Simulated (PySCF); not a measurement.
# Broadened absorption spectrum of C2H12Si4

Species: C₂H₁₂Si₄.
Numbering: `[CH2:1]=[CH:2][Si@@H:3]([SiH3:4])[SiH2:5][SiH3:6]` (hydrogens: H7, H8 on C1; H9 on C2; H10 on Si3; H11, H12, H13 on Si4; H14, H15 on Si5; H16, H17, H18 on Si6)

Computed with PySCF, TDDFT wB97X-D/def2-SVPD, vertical, gas phase, core orbitals frozen in the response. Geometry: GFN2-xTB, one conformer, isolated molecule. Torsions of this conformer, `[CH2:1]=[CH:2][Si@@H:3]([SiH3:4])[SiH2:5][SiH3:6]`: C1–C2–Si3–Si4 119°, C2–Si3–Si5–Si6 -29°.

Broadening: Gaussians 0.5 eV wide at half height, area fixed by f = 4.319×10⁻⁹ ∫ε dν̃. The width is an assumption, not a result. The curve ends short of the highest state used, and states not computed would add to its high-energy end.

| λ (nm) | ε (L mol⁻¹ cm⁻¹) |
| --- | --- |
| 185.5 | 23356 |
| 187.5 | 24267 |
| 189.4 | 23517 |
| 191.4 | 21333 |
| 193.3 | 18577 |
| 195.3 | 15647 |
| 197.2 | 13223 |
| 199.1 | 11236 |
| 201.1 | 9498 |
| 203.0 | 8024 |
| 205.0 | 6550 |
| 206.9 | 5208 |
| 208.9 | 3904 |
| 210.8 | 2830 |
| 212.8 | 1914 |
| 214.7 | 1257 |
| 216.6 | 788 |
| 218.6 | 459 |
| 220.5 | 263 |
| 222.5 | 140 |
| 224.4 | 74 |
| 226.4 | 36 |
| 228.3 | 18 |
| 230.3 | 8 |

Task: Where are the band maxima, and which computed states make them?

Result: 188 nm (6.61 eV), ε about 24000, made up of S3 (74%) and S4 (19%) (ε in L mol⁻¹ cm⁻¹; maxima over ε = 5, shares over 10%). The states used: S1 6.13 eV (f 0.057); S2 6.20 eV (f 0.073); S3 6.60 eV (f 0.333); S4 6.66 eV (f 0.086); S5 7.02 eV (f 0.033); S6 7.06 eV (f 0.089); S7 7.17 eV (f 0.031); S8 7.28 eV (f 0.112).

Task: What would ε be at 6.61 eV, the highest of these maxima, with half the width (0.25 eV)?

Result: About 44200 L mol⁻¹ cm⁻¹ against 24300, a factor of about 1.8; a lone state at its own centre would give exactly 2.

Task: On this curve, what absorbance would a 10⁻³ mol/L sample give at 193 nm over a 1 cm path?

Result: 193 nm is 6.424 eV, where ε is about 19000 L mol⁻¹ cm⁻¹, so A = ε c l ≈ 19 (Beer–Lambert, with the gas-phase spectrum and the assumed width).

Task: Coming from long wavelengths, where does ε first pass 100 L mol⁻¹ cm⁻¹?

Result: At about 224 nm (5.55 eV), 0.59 eV below S1.

Hardware: one thread, x86-64 server, on a shared host. Cost: 43 s.
